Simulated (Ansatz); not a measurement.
```xyz
6

C    -0.0258   -0.0088   -1.1099
S     0.0283   -0.0187    0.6579
H    -0.0118   -1.1245   -1.4832
H    -0.9293    0.4768   -1.5148
H     0.8967    0.4321   -1.5932
H    -0.0475    1.2636    0.8444
```

Basis set: 6-31G (spherical functions). Left uncorrelated: 6 orbitals. Charge 0, multiplicity 1.

Computed with Ansatz (development build ahead of 0.2.0); each method stands on the lowest determinant of its kind that the runs found. Restricted open shells among the atoms or ions are ROHF, correlated in semicanonical orbitals with singles.

(1) Give the atomization energy at this shape (free ground-state atoms in the same class of orbitals less the molecule, no zero-point energy) of singlet CH₄S by RHF-MP2, RHF.

Results:

(1)

```
 method  atomization energy
RHF-MP2       1576.0 kJ/mol
    RHF       1293.0 kJ/mol
```

This basis has no polarisation functions and is too small for such energies, which can lie far from measured ones in either direction.
